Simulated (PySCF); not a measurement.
Compound: C6H7F3.
InChI=1S/C6H7F3/c1-5(2)3-4-6(7,8)9/h5H,1-2H3

The closed-shell ground state was solved at several levels (PySCF, density fitting, gas phase, non-relativistic). Geometry: PBE0-D3(BJ)/def2-SVP; no solvent, vibrations or thermal averaging.

```tsv
level	basis functions	HOMO (eV)	LUMO (eV)	gap (eV)	dipole (D)
B3LYP/pcJ-1	313	-8.19	-0.10	8.09	3.57
CAM-B3LYP/def2-SVPD	245	-9.86	0.86	10.72	3.73
```

(1) Estimate the row for PBE0/pcSseg-1, a basis of 188 functions; the other rows only guide the guess.

(2) Over all these levels, which gives the widest orbital gap and which the narrowest?

(3) How far do the dipole and the HOMO energy spread over the levels?

## Answers

(1) HOMO -8.44 eV, LUMO 0.13 eV, gap 8.57 eV, dipole 3.60 D.

(2) CAM-B3LYP/def2-SVPD (range-separated hybrid) has the widest, 10.72 eV, and B3LYP/pcJ-1 (global hybrid, 20 % exact exchange) the narrowest, 8.09 eV. Functional and basis both differ between the two, so the spread mixes both effects.

(3) The dipole runs from 3.57 to 3.73 D (mean 3.63 D) and the HOMO from -9.86 to -8.19 eV.
